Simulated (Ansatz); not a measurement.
**Question.** Name a neutral molecule of B, O, Si and H with HOMO energy (B3LYP/def2-TZVPP) between -8.80 and -8.50 eV and size of the dipole moment (ωB97M-V/def2-TZVPP) between 1.35 and 1.65 D (Ansatz, PBE0-D4/def2-TZVP geometry).

**Answer.** `OB(O[SiH3])O[SiH3]` (-8.61 eV, 1.55 D). Other molecules can fit too; these were computed, each in one conformer that needn't be the lowest.

B3LYP here is the variant with VWN-RPA as its local correlation; programs differ in this.
